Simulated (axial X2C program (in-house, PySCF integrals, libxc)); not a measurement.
**HfS: from the spin-free to the two-component result**

Calculated with an axial X2C code built on PySCF integrals. Spin-free means the one-electron spin-free X2C Hamiltonian; two-component (2c) means X2C with spin–orbit coupling and atomic mean-field two-electron Coulomb and Gaunt terms, so the difference of the two also holds small scalar two-electron terms. Basis: Hf dyall-cv3z [13s14p9d7f4g], S dyall-av3z [9s8p3d2f] (cores contracted in-house); Gaussian nuclei, density fitting, unrestricted open shells. Masses: Hf 179.947 u, S 31.972 u.

Spin-free state: M_S = 0, Λ = 0 (closed shell); fragments Hf + S.

```tsv
level	Re (Å)	ωe (cm⁻¹)	De (eV)	μ (D)
PBE0	2.151	541.7	6.158	-4.09
HF	2.170	553.9	3.528	-5.09
MP2	2.164	536.9	6.404	n/a
CCSD	2.171	538.9	5.724	n/a
CCSD(T)	2.182	520.4	n/a	n/a
TPSSh	2.158	531.5	6.195	-4.01
```

Correlated methods: 18 electrons correlated (number of frozen shells: Hf 4 s, 3 p, 2 d, 1 f; S 2 s, 1 p), 316 virtual spin orbitals or spinors in MP2, 108 natural virtuals in coupled cluster.

Dipoles are positive if S is the positive end.

Two-component determinant lowest at the distance of the search:

Ω = 0 (closed shell); fragments Hf + S.

```csv
level,Re (Å),ωe (cm⁻¹),μ (D)
PBE0,2.151,541.4,-4.07
HF,2.169,553.9,-5.06
MP2,2.164,536.9,n/a
CCSD,2.170,538.7,n/a
CCSD(T),2.182,520.1,n/a
TPSSh,2.157,531.1,-3.99
```

(1) From the two tables, how do the constants change at the CCSD(T) level (2c against spin-free)?

The state is one determinant whose occupation by symmetry is held fixed; it was picked as the lowest of a PBE0 search that is not exhaustive. The closed shell is kept restricted, so the energy runs too high when the bond is stretched far. De is counted from the lowest determinant-based energies of the atoms at the same level, without counterpoise correction. De is not given where an atomic determinant may have missed its ground term or J level, or where the truncated virtual space spoils (T). Coupled cluster ran in a truncated set of natural virtual spinors; the MP2 energy of the rest was added. (T) has no such correction and the atoms are truncated less, which lowers De at CCSD(T) by a hundredth of an eV or more. The functionals have no current-density term, which raises determinants with orbital currents, atoms included. The T1 diagnostic is large, a sign of multireference character.

Results:

(1) At the CCSD(T) level Re is unchanged within 0.001 Å and ωe drops by 0.3 cm⁻¹.
